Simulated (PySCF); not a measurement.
This PySCF input asks for the NMR shieldings of `O([SiH3])c1csc2cc[nH]c12`, C6H7NOSSi; the geometry comes from GFN2-xTB.

```python
import basis_set_exchange as bse
import numpy as np
from pyscf import gto, dft
from pyscf.prop import nmr

atoms = """
Si   -3.262552    0.267455   -0.161839
O    -1.659197    0.543334   -0.101200
C    -0.610426   -0.280131    0.094796
C    -0.655085   -1.624995    0.301497
S     0.904233   -2.361532    0.518090
C     1.671045   -0.823059    0.330176
C     2.948473   -0.233608    0.322556
C     2.740924    1.103855    0.100303
N     1.405409    1.358151   -0.026913
C     0.732067    0.183734    0.111223
H    -3.741661   -0.288501    1.104260
H    -3.590879   -0.654929   -1.249624
H    -3.695723    1.634085   -0.402990
H    -1.531601   -2.239614    0.338871
H     3.889474   -0.724865    0.461467
H     3.460762    1.895231    0.024497
H     0.987738    2.257420   -0.195244
"""
names = dict.fromkeys(["Si", "O", "C", "S", "N", "H"], "pcSseg-1")
basis = {el: gto.basis.parse(bse.get_basis(n, elements=[el], fmt="nwchem")) for el, n in names.items()}
mol = gto.M(atom=atoms, basis=basis, charge=0, verbose=0)
mf = dft.RKS(mol, xc="PBE0")
mf.grids.level = 2
mf.grids.alignment = dft.numint.BLKSIZE   # the property module wants whole blocks of grid points
mf.conv_tol = 1e-9
mf.kernel()

calc = nmr.RKS(mf)   # GIAO
C = mf.mo_coeff
Co = C[:, mf.mo_occ > 0]
resp = mf.gen_response(singlet=True, hermi=2)
def vind(x):   # induced exchange potential for any number of trial vectors
    d = np.einsum("pi,xij,qj->xpq", C, 2 * x.reshape(-1, C.shape[1], Co.shape[1]), Co, optimize=True)
    return np.einsum("xpq,pi,qj->xij", resp(d - d.transpose(0, 2, 1)), C, Co, optimize=True).ravel()
mo1, _ = nmr.rhf.solve_mo1(calc, with_cphf=vind)
sigma = calc.kernel(mo1)
for i, s in enumerate(sigma):   # ppm
    print("%2d %-2s %9.2f" % (i, mol.atom_pure_symbol(i), np.trace(s) / 3))
```

Q: Give the expected output.

A: 
```
 0 Si    388.50
 1 O     267.51
 2 C      42.55
 3 C      81.83
 4 S     418.45
 5 C      54.17
 6 C      79.70
 7 C      62.81
 8 N     118.61
 9 C      54.05
10 H      26.48
11 H      26.48
12 H      26.66
13 H      25.80
14 H      25.13
15 H      24.80
16 H      23.90
```

These numbers come from an equivalent density-fitted implementation of the same equations, which agrees with the script to about 0.01 ppm for H and up to a few tenths of a ppm for heavy atoms, so last digits may differ.

Q: Turn these shieldings into chemical shifts. Shifts are taken against calculated references (same method and geometry level): TMS for 29Si (σref 349.16) and 13C (σref 186.93) and 1H (σref 31.72); 17O (σref 336.08) against H2O; 33S (σref 503.73) against CS2; 15N (σref 267.73) against NH3.

A: Averaging equivalent atoms: Si 0: -39.3; O 1: 68.6; C 2: 144.4; C 9: 132.9; C 5: 132.8; C 7: 124.1; C 6: 107.2; C 3: 105.1; S 4: 85; N 8: 149.1; H 16: 7.81; H 15: 6.91; H 14: 6.59; H 13: 5.92; H 10/11/12: 5.17 ppm. Experimental scales use liquid or dissolved standards, which lie at an offset from isolated NH3 (liquid NH3: subtract about 20 ppm) and H2O (liquid H2O: subtract about 36 ppm).

Size and cost of the density-fitted run: 219 basis functions, 54 s wall time on 1 thread of an Arm Neoverse V2, shared host; peak memory 1 GiB.
